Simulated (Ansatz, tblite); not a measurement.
Breaking a bond: SNa (cation, charge +1), lowest triplet found (which spin is the ground state isn't settled by this scan).

- ROHF/aug-cc-pVDZ (Ansatz, a quantum-chemistry and plane-wave program)
- GFN2-xTB, 300 K electronic temperature (tblite)
- UKS-PBE0 = unrestricted PBE0/aug-cc-pVDZ run with Ansatz

Total energies in hartree (comparable only within one method and basis):

```tsv
R / Å	ROHF	GFN2-xTB	UKS-PBE0
1.96	-559.08190	-2.90881	-559.88081
2.10	-559.12488	-2.93876	-559.92055
2.26	-559.15412	-2.95578	-559.94715
2.36	-559.16535	-2.96154	-559.95714
2.46	-559.17292	-2.96523	-559.96370
2.56	-559.17782	-2.96764	-559.96780
2.67	-559.18103	-2.96939	-559.97033
2.73	-559.18208	-2.97008	-559.97107
2.82	-559.18297	-2.97090	-559.97159
2.90	-559.18324	-2.97147	-559.97160
3.06	-559.18285	-2.97234	-559.97080
3.25	-559.18147	-2.97319	-559.96906
3.39	-559.18018	-2.97341	-559.96757
3.66	-559.17762	-2.97295	-559.96467
3.93	-559.17531	-2.97191	-559.96208
4.32	-559.17267	-2.96992	-559.95911
4.84	-559.17028	-2.96714	-559.95642
5.32	-559.16888	-2.96509	-559.95486
6.01	-559.16767	—	-559.95356
6.84	-559.16685	—	-559.95272
7.86	-559.16631	—	-559.95216
9.28	-559.16592	—	-559.95178
```

Dashes: no converged value, or the column stops at the first point that the program doubted or that broke a chosen test of continuity, which isn't proof of a fault.
